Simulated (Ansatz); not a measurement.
Basis sets compared for PbS2 (the lowest singlet isomer of a short search). The state is a singlet with charge 0. Geometry PBE-D4/def2-TZVP. Ansatz on 4 threads of AMD EPYC 7R43 on a shared host; times are rough, and most runs start from earlier orbitals.

```xyz
3

Pb   -0.1518    1.4910    0.1894
S     0.8228   -0.5718   -0.8657
S    -0.6710   -0.9193    0.6764
```

In the def2 sets Pb takes a core potential; there is no spin–orbit coupling. The structure comes from a short search, and lower isomers may exist.

Binding counts from free atoms (Pb triplet, S triplet) in the same basis, without a counterpoise term.

```json
{"level": "PBE-D4/def2-SVP", "functions": "62", "energy (Eh)": "-988.7512", "HOMO (eV)": "-4.42", "LUMO (eV)": "-3.42", "binding per atom (eV)": "2.64", "wall time": "0.6 s"}
{"level": "PBE-D4/def2-TZVP", "functions": "124", "energy (Eh)": "-989.0444", "HOMO (eV)": "-4.59", "LUMO (eV)": "-3.52", "binding per atom (eV)": "2.75", "wall time": "0.95 s"}
{"level": "r2SCAN-D4/def2-TZVP (with forces)", "functions": "124", "energy (Eh)": "-989.3770", "HOMO (eV)": "-4.79", "LUMO (eV)": "-3.39", "binding per atom (eV)": "2.57", "wall time": "2.4 s"}
{"level": "PBE0-D4/def2-SVP", "functions": "62", "energy (Eh)": "-988.7763", "HOMO (eV)": "-5.56", "LUMO (eV)": "-2.82", "binding per atom (eV)": "2.43", "wall time": "0.9 s"}
{"level": "PBE0-D4/def2-TZVP", "functions": "124", "energy (Eh)": "-989.0660", "HOMO (eV)": "-5.68", "LUMO (eV)": "-2.88", "binding per atom (eV)": "2.56", "wall time": "1.7 s"}
```

Task: Estimate the rows for PBE-D4/def2-TZVPD, r2SCAN-D4/def2-TZVPD, PBE0-D4/def2-TZVPD.

Result: 
| level | functions | energy (Eh) | HOMO (eV) | LUMO (eV) | binding per atom (eV) | wall time |
| --- | --- | --- | --- | --- | --- | --- |
| PBE-D4/def2-TZVPD | 148 | -989.0464 | -4.67 | -3.58 | 2.75 | 1.5 s |
| r2SCAN-D4/def2-TZVPD | 148 | -989.3785 | -4.84 | -3.43 | 2.58 | 2.9 s |
| PBE0-D4/def2-TZVPD | 148 | -989.0677 | -5.74 | -2.93 | 2.56 | 2 s |
